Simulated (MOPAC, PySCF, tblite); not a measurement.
Bond stretch in H2 (cation, charge +1), doublet.

Methods: UKS-B3LYP/6-31G* = unrestricted B3LYP/6-31G*, spherical d in PySCF 2.14.0; PM6, unrestricted, heats of formation (MOPAC); GFN2-xTB, 300 K electronic temperature (tblite); UCCSD(T) = CCSD(T) on UHF/cc-pVTZ in PySCF.

Energies relative to the lowest point of each curve near equilibrium, in kcal/mol; the last columns give the difference from UCCSD(T):

| R / Å | UKS-B3LYP/6-31G* | PM6 | GFN2-xTB | UCCSD(T) | UKS-B3LYP/6-31G* − UCCSD(T) | PM6 − UCCSD(T) | GFN2-xTB − UCCSD(T) |
|---|---|---|---|---|---|---|---|
| 0.82 | 11.3 | 11.0 | 6.3 | 9.9 | 1.4 | 1.1 | -3.6 |
| 0.88 | 6.2 | 4.9 | 2.8 | 4.9 | 1.3 | -0.1 | -2.1 |
| 0.94 | 3.0 | 1.4 | 0.9 | 1.9 | 1.1 | -0.5 | -1.1 |
| 0.99 | 1.4 | 0.2 | 0.1 | 0.6 | 0.8 | -0.4 | -0.5 |
| 1.04 | 0.4 | 0.0 | 0.0 | 0.0 | 0.4 | 0.0 | 0.0 |
| 1.06 | 0.2 | 0.2 | 0.1 | 0.0 | 0.2 | 0.2 | 0.1 |
| 1.10 | 0.0 | 0.9 | 0.5 | 0.2 | -0.2 | 0.7 | 0.3 |
| 1.13 | 0.0 | 1.8 | 1.0 | 0.6 | -0.5 | 1.2 | 0.4 |
| 1.15 | 0.1 | 2.4 | 1.3 | 0.9 | -0.8 | 1.5 | 0.5 |
| 1.22 | 0.6 | 5.2 | 3.0 | 2.4 | -1.8 | 2.8 | 0.6 |
| 1.26 | 1.1 | 7.1 | 4.1 | 3.5 | -2.4 | 3.6 | 0.5 |
| 1.37 | 2.9 | 12.9 | 7.7 | 7.3 | -4.4 | 5.6 | 0.4 |
| 1.48 | 5.1 | 18.9 | 11.6 | 11.6 | -6.5 | 7.3 | 0.1 |
| 1.65 | 8.6 | 27.7 | 17.8 | 18.6 | -10.0 | 9.1 | -0.8 |
| 1.80 | 11.6 | 34.6 | 22.9 | 24.7 | -13.1 | 9.9 | -1.8 |
| 1.99 | 15.1 | 41.6 | 28.5 | 32.0 | -16.9 | 9.7 | -3.4 |
| 2.18 | 18.0 | 47.1 | 33.0 | 38.4 | -20.5 | 8.7 | -5.4 |
| 2.42 | 20.7 | 52.1 | 37.1 | 45.3 | -24.6 | 6.9 | -8.2 |
| 2.67 | 22.5 | 55.7 | 39.7 | 50.8 | -28.3 | 5.0 | -11.1 |
| 2.96 | 23.6 | 58.4 | 41.1 | 55.4 | -31.8 | 3.1 | -14.3 |
| 3.29 | 23.8 | 60.3 | 41.2 | 58.8 | -35.0 | 1.5 | -17.6 |
| 3.87 | 22.9 | 61.7 | 39.4 | 62.0 | -39.1 | -0.3 | -22.6 |
| 4.44 | 21.5 | 62.2 | — | 63.4 | -41.9 | -1.2 | — |

UKS-B3LYP/6-31G* is furthest from UCCSD(T) at 4.44 (-41.9 kcal/mol, below); its mean absolute difference over the points is 12.3 kcal/mol.

PM6 is furthest from UCCSD(T) at 1.80 (9.9 kcal/mol, above); its mean absolute difference over the points is 3.5 kcal/mol.

GFN2-xTB is furthest from UCCSD(T) at 3.87 (-22.6 kcal/mol, below); its mean absolute difference over the points is 4.3 kcal/mol.

Dashes: no converged value, or the column stops at the first point that the program doubted or that broke a chosen test of continuity, which isn't proof of a fault.
